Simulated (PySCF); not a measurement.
Job file and geometry (Å, from GFN2-xTB) of an NMR shielding run on `InChI=1S/C5H10BFS2/c1-3-5(8-4-7)9(2)6/h1,5H,4H2,2,6H3/t5-,9-/m1/s1`, PySCF, GIAO PBE0/pcSseg-1 NMR shielding, non-relativistic, gas phase; density fitting, a coarse starting grid and PySCF grid level 2 are the driver's defaults:

```
$ OMP_NUM_THREADS=1 python probes_run.py task.json out

{"job": {"kind": "nmr", "xc": "PBE0", "basis": "pcSseg-1"}, "charge": 0, "multiplicity": 1}
B     -1.779595    -1.907510     0.923766
S     -1.437683     0.031901     0.959439
C     -2.041310     0.580647    -0.661913
C      0.381798     0.176701     0.667910
C      0.750178     1.550212     0.489412
C      1.058888     2.686041     0.264899
S      0.939334    -0.839609    -0.783206
C      2.699715    -0.417537    -0.748805
F      2.970097     0.770341    -1.357172
H     -2.956815    -1.956638     1.053614
H     -1.176964    -2.313723     1.860139
H     -1.375602    -2.271711    -0.129990
H     -3.121916     0.645756    -0.585234
H     -1.617308     1.555287    -0.884884
H     -1.764610    -0.151943    -1.414010
H      0.840240    -0.255689     1.561182
H      1.347753     3.680906     0.100835
H      3.054289    -0.352626     0.282860
H      3.219707    -1.201554    -1.304681
```

Task: Write the output of this run.

Result: 
```
coarse grid: 17056 points
cycle   1  E = -1116.6130523509  dE =  1.033e+00  |g| = 6.620e-01  |ddm| = 4.047e+00
cycle   2  E = -1116.5464129744  dE =  6.664e-02  |g| = 9.003e-01  |ddm| = 1.649e+00
cycle   3  E = -1116.7086230608  dE = -1.622e-01  |g| = 1.941e-01  |ddm| = 9.115e-01
cycle   4  E = -1116.7166155135  dE = -7.992e-03  |g| = 8.506e-02  |ddm| = 2.062e-01
cycle   5  E = -1116.7182513732  dE = -1.636e-03  |g| = 2.085e-02  |ddm| = 6.615e-02
cycle   6  E = -1116.7183423965  dE = -9.102e-05  |g| = 4.689e-03  |ddm| = 2.186e-02
cycle   7  E = -1116.7183474314  dE = -5.035e-06  |g| = 9.764e-04  |ddm| = 6.303e-03
final grid: 156064 points
cycle   8  E = -1116.7854798769  dE = -5.046e-05  |g| = 1.049e-02  |ddm| = 4.946e-02
cycle   9  E = -1116.7854659054  dE =  1.397e-05  |g| = 1.324e-02  |ddm| = 2.074e-02
cycle  10  E = -1116.7855060895  dE = -4.018e-05  |g| = 1.482e-03  |ddm| = 1.211e-02
cycle  11  E = -1116.7855065370  dE = -4.475e-07  |g| = 6.478e-04  |ddm| = 1.788e-03
cycle  12  E = -1116.7855066363  dE = -9.931e-08  |g| = 1.757e-04  |ddm| = 5.894e-04
cycle  13  E = -1116.7855066440  dE = -7.672e-09  |g| = 3.940e-05  |ddm| = 1.815e-04
cycle  14  E = -1116.7855066443  dE = -3.556e-10  |g| = 1.065e-05  |ddm| = 4.870e-05
converged SCF energy = -1116.7855066443

GIAO shielding tensors (ppm)
atom      isotropic    diamagn.    paramagn.     s11        s22        s33       span
  0 B      127.230     190.450     -63.220    110.916    118.853    151.922     41.006
  1 S      414.345    1056.088    -641.744    253.670    372.420    616.944    363.275
  2 C      159.914     253.006     -93.092    143.172    150.219    186.352     43.180
  3 C      133.917     250.804    -116.887    103.122    138.475    160.153     57.032
  4 C      103.954     263.104    -159.150     -3.148     15.886    299.126    302.274
  5 C       97.563     258.070    -160.507     28.411     41.811    222.466    194.055
  6 S      385.460    1056.829    -671.369    223.209    397.066    536.105    312.897
  7 C       94.224     244.280    -150.055     44.965     92.145    145.562    100.597
  8 F      384.154     473.518     -89.364    326.946    371.381    454.135    127.189
  9 H       29.809      29.776       0.034     26.480     27.372     35.576      9.096
 10 H       29.875      29.643       0.232     26.628     27.129     35.868      9.241
 11 H       29.762      29.997      -0.234     25.498     29.239     34.549      9.051
 12 H       29.520      28.832       0.688     24.770     26.221     37.569     12.799
 13 H       28.930      30.561      -1.631     23.539     28.026     35.225     11.687
 14 H       29.062      30.677      -1.615     24.421     28.889     33.877      9.455
 15 H       27.127      30.755      -3.627     24.495     25.007     31.880      7.385
 16 H       29.337      34.251      -4.914     24.270     24.952     38.788     14.518
 17 H       25.846      28.530      -2.684     20.588     26.653     30.296      9.708
 18 H       25.773      27.452      -1.679     19.478     26.388     31.452     11.974
```

Size and cost of the density-fitted run: 217 basis functions, 54 s wall time on 1 thread of an Arm Neoverse V2, shared host; peak memory 1.1 GiB.
